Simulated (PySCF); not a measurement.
A structure optimised at B3LYP-D3(BJ)/def2-SVP, used in a PySCF frequency run:

```
In
H 1 1.7236
S 1 2.4219 2 124.23
H 3 1.3544 1 93.56 2 0.00
S 1 2.4219 2 124.23 4 180.00
H 5 1.3544 1 93.56 2 0.00
```
Charge 0, spin multiplicity 1.

Q: Write its SMILES, formula and point group.

A: [SH][InH][SH], H3InS2, C2v

Q: What are its rotational constants (standard atomic weights)?

A: 6.2142, 1.8494, 1.4252 GHz
